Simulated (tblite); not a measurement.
Parent: `[CH3:1][CH2:2][C@H:3]1[CH2:4][Si@@H:5]([F:6])[CH2:7]1` with C1–C2–C3–C4 68°, C2–C3–C4–Si5 133°, C3–C4–Si5–F6 -121°, C4–Si5–C7–C3 9°, C2–C3–C7–Si5 -134°, C5H11FSi.

The geometries are computed with GFN2-xTB (gas phase). One conformer each, not checked by frequencies here.

| coordinate of the parent | value |
| --- | --- |
| C1–C2 | 1.525 Å |
| C2–C3 | 1.522 Å |
| C3–C4 | 1.550 Å |
| C4–Si5 | 1.902 Å |
| Si5–F6 | 1.620 Å |
| Si5–C7 | 1.902 Å |
| C3–C7 | 1.550 Å |
| C1–C2–C3 | 112.4° |
| C2–C3–C4 | 114.8° |
| C2–C3–C7 | 114.0° |
| C4–C3–C7 | 99.4° |
| C3–C4–Si5 | 91.0° |
| C4–Si5–F6 | 115.4° |
| C4–Si5–C7 | 76.9° |
| F6–Si5–C7 | 115.5° |
| C3–C7–Si5 | 91.0° |

Task: How does the shared frame change in `[CH3:1][CH2:2][C@H:3]1[CH2:4][Si@:5]([F:6])([O:7][SiH3:8])[CH2:9]1` with C1–C2–C3–C4 177°, C4–Si5–O7–Si8 137°, C5H13FOSi2? Atoms pair as C1 = C1, C2 = C2, C3 = C3, C4 = C9, Si5 = Si5, F6 = F6, C7 = C4 (parent first).

Result: 
```
   parent   relative  value in the relative  change
    C1–C2      C1–C2                1.525 Å   0.000
    C2–C3      C2–C3                1.523 Å  +0.001
    C3–C4      C3–C9                1.553 Å  +0.003
   C4–Si5     C9–Si5                1.893 Å  -0.009
   Si5–F6     Si5–F6                1.620 Å   0.000
   Si5–C7     Si5–C4                1.893 Å  -0.009
    C3–C7      C3–C4                1.553 Å  +0.003
 C1–C2–C3   C1–C2–C3                 112.7°    +0.3
 C2–C3–C4   C2–C3–C9                 113.0°    -1.8
 C2–C3–C7   C2–C3–C4                 112.1°    -1.9
 C4–C3–C7   C9–C3–C4                 100.3°    +0.9
C3–C4–Si5  C3–C9–Si5                  90.6°    -0.4
C4–Si5–F6  C9–Si5–F6                 114.8°    -0.6
C4–Si5–C7  C9–Si5–C4                  78.1°    +1.2
F6–Si5–C7  F6–Si5–C4                 114.9°    -0.6
C3–C7–Si5  C3–C4–Si5                  90.6°    -0.4
```

Of the parent's bonds, C4–Si5 and Si5–C7 change most and about equally (-0.009 Å). Bonds of the relative outside the shared frame: Si5–O7 1.604, O7–Si8 1.631 Å. Point group C1 → C1.

Task: How does the shared frame change in `[CH3:1][CH2:2][C@H:3]1[CH2:4][Si@:5]([F:6])([CH:7]([F:8])[F:9])[CH2:10]1` with C1–C2–C3–C4 177°, C4–Si5–C7–F8 -70°, C6H11F3Si? Atoms pair as C1 = C1, C2 = C2, C3 = C3, C4 = C10, Si5 = Si5, F6 = F6, C7 = C4 (parent first).

Result: 
```json
{"parent": "C1–C2", "relative": "C1–C2", "value in the relative": "1.525 Å", "change": "0.000"}
{"parent": "C2–C3", "relative": "C2–C3", "value in the relative": "1.522 Å", "change": "0.000"}
{"parent": "C3–C4", "relative": "C3–C10", "value in the relative": "1.554 Å", "change": "+0.004"}
{"parent": "C4–Si5", "relative": "C10–Si5", "value in the relative": "1.897 Å", "change": "-0.005"}
{"parent": "Si5–F6", "relative": "Si5–F6", "value in the relative": "1.625 Å", "change": "+0.005"}
{"parent": "Si5–C7", "relative": "Si5–C4", "value in the relative": "1.896 Å", "change": "-0.006"}
{"parent": "C3–C7", "relative": "C3–C4", "value in the relative": "1.555 Å", "change": "+0.005"}
{"parent": "C1–C2–C3", "relative": "C1–C2–C3", "value in the relative": "112.2°", "change": "-0.2"}
{"parent": "C2–C3–C4", "relative": "C2–C3–C10", "value in the relative": "113.9°", "change": "-0.9"}
{"parent": "C2–C3–C7", "relative": "C2–C3–C4", "value in the relative": "113.2°", "change": "-0.8"}
{"parent": "C4–C3–C7", "relative": "C10–C3–C4", "value in the relative": "100.1°", "change": "+0.7"}
{"parent": "C3–C4–Si5", "relative": "C3–C10–Si5", "value in the relative": "90.8°", "change": "-0.2"}
{"parent": "C4–Si5–F6", "relative": "C10–Si5–F6", "value in the relative": "117.4°", "change": "+2.0"}
{"parent": "C4–Si5–C7", "relative": "C10–Si5–C4", "value in the relative": "77.9°", "change": "+1.0"}
{"parent": "F6–Si5–C7", "relative": "F6–Si5–C4", "value in the relative": "118.4°", "change": "+2.9"}
{"parent": "C3–C7–Si5", "relative": "C3–C4–Si5", "value in the relative": "90.8°", "change": "-0.2"}
```

Of the parent's bonds, C4–Si5, Si5–F6, Si5–C7 and C3–C7 change most and about equally (-0.006 to +0.005 Å). Bonds of the relative outside the shared frame: Si5–C7 1.934, C7–F8 1.361, C7–F9 1.361 Å. Point group C1 → C1.
